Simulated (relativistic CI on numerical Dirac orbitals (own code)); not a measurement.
# One change at a time: Sn³⁸⁺

Base calculation: Dirac-Coulomb-Breit CI, separate exchange-only KLI orbitals for each configuration, a model potential for QED, unscaled Slater integrals.

CI space (outside the closed core [Ne]): 3s2, 3s.3p, 3p2, 3s.3d, 3d2, 3p.3d, 3p.4s, 3d.4s, 3s.4s, 3s.4p, 3s.4d, 3s.4f, 3s.5s, 3s.5p, 3s.5d, 3s.5f, 4s2, 3s.5g, 3s.6s, 3s.6p, 3s.6d. Levels of other configurations are missing.

Variants: (1) P86 correlation estimate; (2) Breit term removed; (3) configuration mixing switched off. Shifts of the energy above 3s2 1S_0, in eV, for the lowest level and the first level of each name with at least 55 % of one term (blank where a level changes its place among those of its configuration and J or its character, or is not in the variant):

| Level | Base | Δ(1) | Δ(2) | Δ(3) |
| --- | --- | --- | --- | --- |
| 3s2 1S_0 | 0.000 | 0.000 | 0.000 | 0.000 |
| 3s.3p 3P°_0 | 77.387 | +0.203 | -1.006 | -3.299 |
| 3s.3p 3P°_1 | 84.900 | +0.203 | -0.884 | -2.824 |
| 3s.3p 3P°_2 | 136.403 | +0.203 | -0.029 | -3.226 |
| 3s.3p 1P°_1 | 161.282 | +0.204 | -0.093 | -0.501 |
| 3p2 3P_0 | 186.726 | +0.385 | -1.977 | -3.723 |
| 3p2 1D_2 | 236.989 | +0.352 | -0.758 | +4.014 |
| 3p2 3P_1 | 237.909 | +0.388 | -1.097 | -3.144 |
| 3s.3d 3D_1 | 268.138 | +0.115 | +0.365 | -3.762 |
| 3s.3d 3D_2 | 271.443 | +0.130 | +0.473 | -4.226 |
| 3s.3d 3D_3 | 280.942 | +0.115 | +1.030 | -3.766 |
| 3p2 1S_0 | 314.863 | +0.382 | -0.273 | -2.734 |
| 3p.3d 3F°_2 | 351.776 | +0.258 | -0.539 | -3.723 |
| 3p.3d 3D°_1 | 372.149 | +0.258 | -0.632 | -4.791 |
| 3p.3d 3F°_3 | 374.795 | +0.258 | +0.111 | -3.654 |
| 3p.3d 3F°_4 | 423.533 | +0.258 | +0.991 | -3.691 |
| 3p.3d 3P°_0 | 424.839 | +0.258 | +0.116 | -4.217 |
| 3p.3d 3P°_1 | 425.199 | +0.258 | +0.295 | -4.134 |
| 3p.3d 1F°_3 | 447.735 | +0.258 | +0.809 | -3.396 |
| 3p.3d 1P°_1 | 454.479 | +0.257 | +0.658 | -6.454 |
| 3d2 3F_2 | 543.016 | -0.027 | +0.787 | -3.975 |
| 3d2 3F_3 | 553.684 | -0.027 | +1.358 | -3.772 |

At this charge energies of transitions that change n are usually good to better than 1 %, and those within a shell (Δn = 0) to a few per cent.

Ionisation energy from the two ground configurations alone: base 2679.58 eV; P86 correlation estimate 2680.6 eV; Breit term removed 2681.1 eV. The NIST ASD value (semi-empirical) is 2687 eV.

LS names give the leading component of a level, which can be under half, so a name can repeat, a term be missing and a line seem to break the LS rules.
